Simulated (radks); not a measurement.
Question: The mean radii <r> (bohr) of the occupied orbitals of an atom or ion are listed with their occupations. Method: Dirac Kohn-Sham, relativistic LDA (MacDonald-Vosko exchange, VWN5 correlation), spin-unpolarised, spherical densities, finite nucleus; Fermi nuclear charge, rms radius of each element as measured or else 0.836 A^(1/3) + 0.57 fm; computed with a radial shooting solver on a logarithmic mesh with Libxc functionals.

orbital  occ.      <r>
1s1/2       2  0.06978
2s1/2       2   0.3218
2p1/2       2   0.2836
2p3/2       4   0.2861
3s1/2       1   0.8482

Name the element and its charge. Open shells, if any, fill j = l - 1/2 first.

Answer: Z = 22, titanium, charge +11: Ti11+ in [Ne] 3s1. The 1s radius gives Z: for a bare nucleus <r> = (2 gamma + 1)/(2Z) with gamma = sqrt(1 - (Z/c)^2), 0.06759 bohr for Z = 22, and screening makes it slightly larger (0.06978 here). The occupations add up to 11, and the charge is Z minus that.
